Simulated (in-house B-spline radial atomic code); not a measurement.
**BSE on G0W0@HF excitations of Pd**

Method: BSE on G0W0@HF. Computed with a B-spline radial code for spherical atoms: linear response of the closed shell [Kr] 4d10 with a statically screened interaction on G0W0 levels; scalar-relativistic (spin-free one-electron X2C), finite nucleus, no spin-orbit coupling, no double excitations, S, P, D and F terms only; shells from n = 2 respond. Only terms of natural parity with L up to 3 were computed.

Only levels near the gap carry their own quasi-particle shift, so the BSE energies are approximate.

Command:
```bash
python run_td.py task.json out
```
Settings (radii: box in bohr, nucleus in fm):
```
Z                        46
electrons                46
configuration            [Kr] 4d10
hamiltonian              x2c
method                   bse
box_radius               75
rms_radius               4.5318
intervals                77
```

Run time, properties included: 15 s on 1 thread of Intel(R) Xeon(R) 6975P-C (Granite Rapids), with other jobs on the host.

The lowest states, in the order of their Tamm-Dancoff energies; the method's threshold (minus the highest G0W0 level) is 8.572 eV. Labels give the largest channel, * marks a mixed state, and oscillator strengths are full-response dipole values. Energies in eV:

| state | full response | Tamm-Dancoff | oscillator strength |
| --- | --- | --- | --- |
| 4d → 5s 3D | ? | ? | - |
| 4d → 5s 1D | 2.556 | 2.591 | - |
| 4d → 5p 3P | 4.916 | 4.930 | - |
| 4d → 5p 3F | 5.068 | 5.078 | - |
| 4d → 5p 1F | 5.229 | 5.230 | - |
| 4d → 5p 1P | ? | ? | ? |
| 4d → 6s 3D | 6.380 | 6.382 | - |
| 4d → 6s 1D | 6.444 | 6.448 | - |
| 4d → 5d 3S | 7.003 | 7.007 | - |
| 4d → 6p 3P | 7.045 | 7.047 | - |
| 4d → 6p 3F | 7.076 | 7.078 | - |
| 4d → 5d 3D | 7.081 | 7.082 | - |
| 4d → 5d 1D | 7.106 | 7.107 | - |
| 4d → 6p 1F | 7.111 | 7.111 | - |
| 4d → 6p 1P | 7.161 | 7.175 | 0.0489 |
| 4d → 5d 1S | 7.195 | 7.212 | - |

Where does 4d → 5p 1P lie?

At 5.458 eV in full response, 5.515 eV in Tamm-Dancoff, oscillator strength 0.299.

Where does 4d → 5s 3D lie?

At 2.018 eV in full response, 2.046 eV in Tamm-Dancoff.

How large is the singlet-triplet splitting of 4d → 5s (D terms) in Tamm-Dancoff?

0.545 eV, from the unrounded values.

What polarisabilities and dispersion coefficient does the method give?

Dipole 20.3 bohr³, quadrupole 232.9 bohr⁵, C6 139.6 hartree·bohr⁶ for two such species. Recommended dipole value: 26.14 ± 0.1 bohr³ (Schwerdtfeger and Nagle, table of static dipole polarizabilities (2023 update)), which includes relativity and correlation.
